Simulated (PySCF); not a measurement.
# Working out the excitation energy of Bi⁺

Bi⁺ [Xe] 4f14 5d10 6s2 6p2 (3P) → Bi⁺ [Xe] 4f14 5d10 6s1 6p3 (5S). Computed with PySCF 2.14 in def2-TZVPPD with the def2 core potential (60 electrons), with a scalar-relativistic core potential. Frozen: 5s2 5p6 5d10. Energies in hartree (1 hartree = 27.21139 eV):

```
            part  Bi⁺ (lower)  Bi⁺ (upper)
             UHF  -213.291969  -213.062713
CCSD correlation    -0.048305    -0.018179
             (T)    -0.000914    -0.000183
```

Question: What does Hartree-Fock give?

Answer: (-213.062713) − (-213.291969) = 0.229256 hartree = 6.238 eV.

Question: What do CCSD and CCSD(T) give?

Answer: The CCSD correlation energies differ by 0.030126 hartree = 0.820 eV and the triples by 0.000731 hartree = 0.020 eV, so CCSD gives 7.058 eV and CCSD(T) 7.078 eV.
